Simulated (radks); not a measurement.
Task: The table gives one normalised radial function P(r) = r R(r) of Sc3+ in [Ar] (r in bohr). Method: non-relativistic Kohn-Sham, LDA (Slater exchange, VWN5 correlation), spin-polarised, spherical densities, point nucleus; computed with a radial shooting solver on a logarithmic mesh with Libxc functionals.

r             P
0.00539   0.0079
0.007665  0.0155
0.0109    0.0303
0.0155    0.0585
0.02204   0.1106
0.03133   0.2034
0.04455   0.3602
0.06335   0.6049
0.09007   0.9450
0.1281    1.3383
0.1807    1.6555
0.2569    1.7304
0.3653    1.4342
0.5194    0.8723
0.7385    0.3503
1.05      0.0801
1.493     0.0085
2.123     0.0003
3.019     0.0000

Which n and l does it have? It may be an empty orbital.

Result: n = 2, l = 1: the number of nodes gives n - l - 1 = 0, the rise at small r (about r^(l+1)) gives l, and the extent must fit the shell. The curve is that of 2p. 2p: eigenvalue -420.78 eV, 0 radial nodes, <r> = 0.309 bohr, 90 % of the charge inside 0.509 bohr.
